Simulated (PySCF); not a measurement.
## Correlation energy of Ne²⁺ (neon, charge +2)

[He] 2s2 2p4, high-spin 3P determinant. All numbers are calculated (PySCF 2.14, scalar relativity by spin-free X2C-1e, in jorge-DZP-DKH (4s2p1d, 15 functions)). Frozen: 1s2; 6 electrons correlated.

MP2 pair energies summed by pair of shells (mhartree):

```json
{"pair": "2s-2p", "energy": "-40.11", "share (%)": "47.4"}
{"pair": "2p-2p", "energy": "-37.19", "share (%)": "44.0"}
{"pair": "2s-2s", "energy": "-7.31", "share (%)": "8.6"}
```

Total MP2 correlation energy: -84.61 mhartree.

Same-spin part -19.16 and opposite-spin part -65.44 mhartree; SCS-MP2 scales them by 1/3 and 6/5 to -84.92 mhartree.

```json
{"level": "CCSD", "correlation energy (mhartree)": "-96.08"}
{"level": "(T)", "correlation energy (mhartree)": "-0.54"}
{"level": "CCSD(T)", "correlation energy (mhartree)": "-96.62"}
```

Diagnostics: T1 = 0.0030, D1 = 0.0048, largest double amplitude 0.025.

Cost of the coupled-cluster step: 0.06 s of wall time on 1 thread of Intel(R) Xeon(R) 6975P-C (shared host), for 6 correlated electrons.

Iterations:

```
CC2 = 0
CCSD nocc = (np.int64(4), np.int64(2)), nmo = (14, 14)
frozen orbitals [[0], [0]]
max_cycle = 100
direct = 0
conv_tol = 1e-08
conv_tol_normt = 1e-06
diis_space = 8
diis_start_cycle = 0
Init t2, MP2 energy = -0.0846085297721087
Init E_corr(UCCSD) = -0.0846085297744175
cycle = 1  E_corr(UCCSD) = -0.094044837182119  dE = -0.00943630741  norm(t1,t2) = 0.0158791
cycle = 2  E_corr(UCCSD) = -0.0956071717062928  dE = -0.00156233452  norm(t1,t2) = 0.0041624
cycle = 3  E_corr(UCCSD) = -0.0961072355982819  dE = -0.000500063892  norm(t1,t2) = 0.00154074
cycle = 4  E_corr(UCCSD) = -0.0960810537269734  dE = 2.61818713e-05  norm(t1,t2) = 0.000340148
cycle = 5  E_corr(UCCSD) = -0.0960849305178224  dE = -3.87679085e-06  norm(t1,t2) = 4.47944e-05
cycle = 6  E_corr(UCCSD) = -0.0960846409733631  dE = 2.89544459e-07  norm(t1,t2) = 5.45728e-06
cycle = 7  E_corr(UCCSD) = -0.0960846627317767  dE = -2.17584136e-08  norm(t1,t2) = 7.79006e-07
cycle = 8  E_corr(UCCSD) = -0.0960846597527166  dE = 2.9790601e-09  norm(t1,t2) = 1.30314e-07
UCCSD converged
E(UCCSD) = -126.5809618872119  E_corr = -0.09608465975271656
UCCSD(T) correction = -0.000544743364343695
```
